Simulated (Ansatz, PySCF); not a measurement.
Isomers of C2H6Si2. Gas-phase values, no solvent. One relaxed conformer stands for each flexible species; it need not be the lowest. Strings in code marks are SMILES.

Quantity: electronic energy of isomers of C2H6Si2 relative to `C1=C[SiH2][SiH2]1`, in kJ/mol.

Level 1: HSE06/cc-pVTZ // B3LYP-D3(BJ)/def2-TZVP (Ansatz, a first-principles code)
Level 2: PBE-D3(BJ)/def2-TZVP // B3LYP-D3(BJ)/def2-TZVP (PySCF)
Level 3: r2SCAN0/cc-pVTZ // B3LYP-D3(BJ)/def2-TZVP (Ansatz)
Level 4: PBE/6-31G* // B3LYP-D3(BJ)/def2-TZVP (PySCF)

```tsv
species	level 1	level 2	level 3	level 4
`C=[SiH]C=[SiH2]` (C–Si–C–Si torsion 180°)	141.3	121.9	138.4	136.0
`[SiH2]=C1C[SiH2]1`	155.9	141.9	154.5	145.0
`[SiH2]=CC=[SiH2]` (Si–C–C–Si torsion 180°)	175.2	152.8	178.6	152.7
```
